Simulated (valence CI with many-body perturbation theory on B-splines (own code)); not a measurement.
## Sb XXX in brief

Level of theory: relativistic CI+MBPT: four valence electrons over a frozen Dirac-Fock core [Ar], a basis of 7 s, 7 p, 8 d, 6 f, 4 g, 1 h functions for each j, with the one-electron correlation potential Σ1 (screened to all orders), the two-electron term Σ2, the three-electron term Σ3, Breit, model QED; selected single and double excitations, second order for the rest, scaled by the run's own slope (own B-spline code, finite nucleus).

The last digits are not significant, and no measured levels were compared; by estimate large intervals hold to a few tenths of a per cent, small ones and those within an open d or f shell to about a per cent. Only levels of the ground parity were solved; by the run's estimate the other parity begins above the list, which can be wrong where configurations are misplaced.

Levels are named by their leading jj configuration (3d3/2^4 stands for four electrons in 3d with j = 3/2), which in mixed levels can hold well under half, so a name can repeat and another be missing.

Rates and lifetimes use the calculated energies. Strong lines usually hold to 10 to 20 %, long lifetimes can be off by a factor of two.

**Question.** What is the ground level?

**Answer.** (3d3/2^4) J=0, composition 48 % 3d⁴ ⁵D + 46 % 3d⁴ ³P + 6 % 3d⁴ ¹S.

**Question.** What is the ionisation energy?

**Answer.** 1698.1 eV; NIST lists 1698 ± 4 eV (theoretical).

**Question.** How well does LS coupling describe the low levels?

**Answer.** Among the lowest 20 levels the leading LS term, summed over configurations, holds 58 % on average. For single configurations the figures are 58 % in LS and 76 % in jj coupling. Terms mix most in the J = 2 level at 290380 cm⁻¹, where the leading one holds 34 %.

**Question.** Name the longest-lived excited levels whose lifetime is computed, and their main decay.

**Answer.** (3d3/2^3 3d5/2) J=4 at 112170 cm⁻¹ lives 6.88 s, mostly by M1 to (3d3/2^3 3d5/2) J=3.
